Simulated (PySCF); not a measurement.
# Reading the logs of faulty runs: C2FH5Si

Calculated results; nothing here was measured. The program is PySCF 2.14.0, an open-source quantum chemistry code, run on an isolated molecule that a program drew, which may never have been made. The molecule is C2FH5Si (charge 0, singlet), drawn as the SMILES string `CC[Si]F`.

Each row is a Hartree-Fock (HF) and frozen-core CCSD(T) single point in the cc-pV(D+d)Z basis, meant for a local HF minimum. Run 1 is clean. Each other run has one planted mistake out of seven kinds, and not every kind appears here: one electron removed, one electron added, multiplicity raised by two, geometry at a saddle point, minimal basis STO-3G, one bond length entered in bohr, all coordinates scaled. The reference is restricted for singlets and unrestricted otherwise, and also for a bond in bohr. Adding or removing an electron swaps singlet and doublet. Electrons count all cores. HOMO and LUMO are orbital energies over both spins, the gradient is its largest component, and the lowest frequency (negative if imaginary) is given only where the gradient is small. Bond lengths are over the 8 bonds as drawn. T1 is the CCSD diagnostic: over 0.02 (restricted) or 0.045 (unrestricted) a single reference is doubtful.

Geometry of the clean run:
```xyz
9
C2FH5Si, angstrom
C     0.2252    0.6669    2.0791
C     0.3577    1.6679    0.9258
Si    2.1246    1.9867    0.3087
F     1.7550    3.0654   -0.8630
H    -0.8158    0.5355    2.3816
H     0.6110   -0.3181    1.8016
H     0.7823    0.9950    2.9612
H    -0.2300    1.3452    0.0546
H    -0.0629    2.6453    1.2023
```

```
run,electrons,basis functions,<S^2>,HOMO (eV),LUMO (eV),gradient (hartree/bohr),lowest frequency (cm^-1),mean bond (Å),longest bond (Å),T1,HF (hartree),CCSD(T) (hartree),mistake
1,40,90,0.000,-9.01,1.20,3.3e-05,63,1.3181,1.899,0.0128,-467.04276,-467.66028,no fault
2,40,90,2.006,-7.61,0.29,1.5e-02,-,1.3181,1.899,0.0160,-466.99528,-467.58797,multiplicity raised by two
3,40,90,0.972,-9.57,1.07,1.8e-02,-,1.4403,2.078,0.0599,-466.92804,-467.53719,one bond length entered in bohr
4,41,90,0.777,-0.25,8.86,4.0e-02,-,1.3181,1.899,0.0132,-467.02472,-467.64375,one electron added
5,39,90,0.778,-17.66,-6.98,4.2e-02,-,1.3181,1.899,0.0187,-466.74989,-467.34177,?
```

**Which mistake was planted in run 5, and what did it cost?**

It counts 39 electrons, one fewer than the clean run, at the same geometry and basis. So the mistake is: one electron removed. Subtracting run 1 and multiplying by 627.51 kcal/mol a hartree, the energy moved by 183.8 kcal/mol in HF and 199.9 kcal/mol in CCSD(T).

Cautions from the logs. Run 3: T1 is over the limit, so its CCSD(T) energy is less reliable; run 4: the added electron raises the CCSD(T) energy, so it isn't bound in this basis.
